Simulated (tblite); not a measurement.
Compound: bis(trimethylamine) alane, C6H21AlN2.
SMILES with atom numbers: `[CH3:1][N+:2]([CH3:3])([CH3:4])[AlH3-2:5][N+:6]([CH3:7])([CH3:8])[CH3:9]` (hydrogens: H10, H11, H12 on C1; H13, H14, H15 on C3; H16, H17, H18 on C4; H19, H20, H21 on Al5; H22, H23, H24 on C7; H25, H26, H27 on C8; H28, H29, H30 on C9)

All values are computed: GFN2-xTB (tblite) harmonic vibrations without scaling, gas phase. The method is semi-empirical: single wavenumbers can be off by several per cent or more. Modes of hydrogen on aluminium can be 10 to 20 % off.

Harmonic wavenumbers (cm⁻¹): 53.1, 95.7, 96.6, 144.5, 145.1, 149.9, 160.6, 184.9, 191.2, 191.7, 236.2, 236.8, 246.1, 246.8, 349.0, 352.7, 427.2, 427.7, 427.8, 428.4, 472.6, 495.8, 783.2, 783.6, 812.3, 817.2, 867.1, 893.6, 911.2, 1022.7, 1023.2, 1048.8, 1048.9, 1049.4, 1049.6, 1080.2, 1080.3, 1080.4, 1080.5, 1219.5, 1219.7, 1276.2, 1276.6, 1276.8, 1277.2, 1400.7, 1400.8, 1401.2, 1401.4, 1426.4, 1426.6, 1456.4, 1457.2, 1462.1, 1462.4, 1469.8, 1469.9, 1474.8, 1475.0, 1478.0, 1478.1, 1494.4, 1495.7, 1497.7, 1498.4, 1505.1, 2913.3, 2914.2, 2914.7, 2915.3, 2920.5, 2922.8, 3016.0, 3016.6, 3018.7, 3018.8, 3019.3, 3019.6, 3021.8, 3022.5, 3022.7, 3022.8, 3024.7, 3024.9.

A = 2429, B = 616.2, C = 616.1 MHz; mass 148.152 u (most abundant isotopes); point group D3h, symmetry number 6.

Q: Zero-point energy?

A: Half the sum of the wavenumbers: 57060 cm⁻¹ = 163.14 kcal/mol.

Q: Give the ideal-gas entropy at 298.15 K and 1 bar in the rigid-rotor, harmonic-oscillator model (classical rotation).

A: Translation 40.92, rotation 26.67, vibration 46.03: S = 113.6 cal/(mol K).

Q: And Cp and H(298.15 K) − H(0)?

A: Cp = 55.67 cal/(mol K), of which vibrations give 47.73 (their classical limit is 84 R = 166.9); H(298.15 K) − H(0) = 9.85 kcal/mol without the zero-point energy, 7.48 from vibrations.

Q: How do the functions run with temperature in this model?

A: 
```tsv
T (K)	S (cal/(mol K))	Cp (cal/(mol K))	H − H(0) (kcal/mol)	G − H(0) (kcal/mol)	ln q(vib)
150	83.2	35.2	3.12	-9.36	4.13
250	104.4	48.9	7.34	-18.77	8.48
400	132.1	70.5	16.28	-36.54	14.79
600	165.6	95.7	33.01	-66.37	22.85
900	209.7	121.3	65.86	-122.85	34.26
```

q(vib) and H(0) count from the zero-point level.

Q: Blend soft modes into free rotors: weight 1/[1 + (100 cm⁻¹/ν̃)⁴] for the oscillator and the rest for a rotor with moment μB/(μ + B), μ = h/(8π²ν), B = 10⁻⁴⁴ kg m². What vibrational entropy results?

A: 44.10 cal/(mol K) in place of 46.03, which changes −T·S at 298.15 K by +0.58 kcal/mol.

Q: Which modes carry the vibrational entropy at 298.15 K?

A: 53.1 cm⁻¹: 4.70; 95.7 cm⁻¹: 3.54; 96.6 cm⁻¹: 3.52; 144.5 cm⁻¹: 2.74; 145.1 cm⁻¹: 2.74; 149.9 cm⁻¹: 2.67 cal/(mol K); the other 78 give 26.12 together.

Hindered rotation and anharmonicity are outside this model.

On AMD EPYC 9R45, one thread, shared host with 96 logical CPUs at a one-minute load of 48, this took 1.5 s wall. The figure is for the frequency step alone.
